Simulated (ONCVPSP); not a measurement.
# manganese (Mn): ONCV pseudisation with revPBE, scalar-relativistic reference atom.

manganese, optimised norm-conserving Vanderbilt (ONCV), made with ONCVPSP 4.0.1 (revPBE, scalar-relativistic). Core [Ne], reference 3s2 3p6 3d4 (charge +3). Waves: 3s: rc 1.15 bohr, ncon 4, nbas 8, qcut 8.3 1/bohr, 1 projector; 3p: rc 1.10 bohr, ncon 4, nbas 7, qcut 11.3 1/bohr, 2 projectors, debl 3.5 Ha; 3d: rc 1.55 bohr, ncon 4, nbas 8, qcut 8.4 1/bohr, 2 projectors, debl 0.5 Ha. Local part: polynomial inside 0.70 bohr (lpopt 3, dvloc0 2 Ha). Core correction: Teter function, fcfact 2.5, rcfact 1.4.

In the d channel the program set the typed energies aside and used -1.511, 0.250 Ha.

Poles of the logarithmic derivatives, all-electron (AE) and pseudo (PS). s: poles at -2.8 (AE) and -2.8, 4.2 (PS) Ha. p: poles at -1.0 (AE) and -1.0 (PS) Ha. d: poles at -1.0 (AE) and -1.0 (PS) Ha. Test radii: s 1.17, p 1.12, d 1.57 bohr.

- Cutoffs needed: 34 Ha and 87 Ha (the cutoffs (Ha) at which the residual kinetic energy of the hardest occupied pseudo-wave falls to 1 and 0.1 mHa per electron)
- Ghost test: no bound ghost flagged; no localised positive-energy state flagged
- Largest excitation error: +615 meV (all-electron minus pseudo) for 3s2 3p6 3d5 4s2, out of 4 test configurations
- rms error of d²Exc/dni dnj: 1.87 mHa without and 1.37 mHa with the model core
